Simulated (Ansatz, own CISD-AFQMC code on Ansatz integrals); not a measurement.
CH2B2, SMILES `B1=CB1` (charge 0, multiplicity 1).

Cartesian coordinates (Å):
```xyz
5

B     -0.3113     1.0856     0.5984
C     -0.8131     0.0180    -0.0774
B      0.7751     0.1503     0.1063
H     -1.3609    -0.7605    -0.5820
H      1.7102    -0.4934    -0.2199
```
Charge 0, multiplicity 1.

Frozen-core energies in cc-pVDZ from Ansatz (a program for electronic structure) at a geometry from PBE0-D3(BJ)/def2-TZVP; the HF reference has <S^2> = 0.00 (restricted, and unstable towards unrestricted orbitals) and the T1 diagnostic is 0.018.

```
level  energy (Ha)
-----  -----------
HF       -88.26378
MP2      -88.55323
CCSD     -88.57739
```

Estimate the energies of CCSD(T), CCSDT, CCSDT(Q), phaseless AFQMC, CISD trial (own CISD-AFQMC code on Ansatz integrals; ±0.40 mHa) and CCSDTQ, and give each level's difference from CCSDTQ.


| level | energy (Ha) | difference from CCSDTQ (mHa) |
|---|---|---|
| MP2 | -88.55323 | 43.06 |
| CCSD | -88.57739 | 18.91 |
| CCSD(T) | -88.59438 | 1.91 |
| CCSDT | -88.59502 | 1.27 |
| CCSDT(Q) | -88.59641 | -0.11 |
| phaseless AFQMC, CISD trial (own CISD-AFQMC code on Ansatz integrals; ±0.40 mHa) | -88.59520 | 1.09 |
| CCSDTQ | -88.59629 | 0.00 |
